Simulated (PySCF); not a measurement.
## Two-component Hartree-Fock for In (indium, neutral)

Start: [Kr] 4d10 5s2 5p1; 5p1/2 filled at m_j = +1/2. Calculated with PySCF 2.14 in x2c-TZVPall-2c (8s9p5d2f, 74 functions): generalised Hartree-Fock with the X2C-1e Hamiltonian and a Gaussian nucleus; one run each with spin-orbit coupling (SO) switched off, then screened by Boettger's factors.

```
spinor shell  electrons  ε, spin-free (eV)  ε, screened SO (eV)  weight of nominal j (screened SO)  rms radius, screened SO (bohr)
       1s1/2          2           -28081.6             -28079.0                              1.000                          0.0340
       2s1/2          2            -4295.4              -4294.6                              1.000                           0.139
       2p1/2          2            -3848.3              -3994.4                              1.000                           0.120
       2p3/2          4            -3848.3              -3781.3                              1.000                           0.125
       3s1/2          2            -854.12              -853.81                              1.000                           0.371
       3p1/2          2            -704.06              -731.23                              1.000                           0.365
       3p3/2          4            -704.06              -691.37                              1.000                           0.376
       3d3/2          4            -471.74              -476.30                              1.000                           0.350
       3d5/2          6            -471.74              -468.32                              1.000                           0.353
       4s1/2          2            -144.31              -144.14                              1.000                           0.907
       4p1/2          2            -97.281              -102.00                              1.000                           0.970
       4p3/2          4            -97.281              -94.907                              1.000                            1.00
       4d3/2          4            -27.480              -27.933                              1.000                            1.27
       4d5/2          6            -27.480              -26.933                              1.000                            1.28
       5s1/2          2            -10.803              -10.726                              0.996                            2.92
       5p1/2          1             -5.500               -5.688                              0.983                            3.90
```

| quantity | spin-free | screened SO |
| --- | --- | --- |
| E (hartree) | -5877.62302 | -5878.91245 |
| M_J | 1/2 | 1/2 |
| ⟨J²⟩ | 1.101 | 0.819 |
| ⟨L²⟩ | 2.052 | 2.067 |
| ⟨S²⟩ | 0.768 | 0.783 |

⟨J²⟩ departs a little from M_J(M_J + 1) because the unrestricted spinors polarise the closed shells.

Breit and QED terms are absent; they matter most for the inner s and p1/2 levels.

Densities and radii are taken from the X2C orbitals without a picture-change correction, which distorts them close to the nucleus.

Without spin-orbit coupling the j labels of p, d and f shells carry no meaning; the spin-free column gives the mean over the occupied spinors of each nl shell, and its ⟨J²⟩ belongs to a mixture of degenerate components.
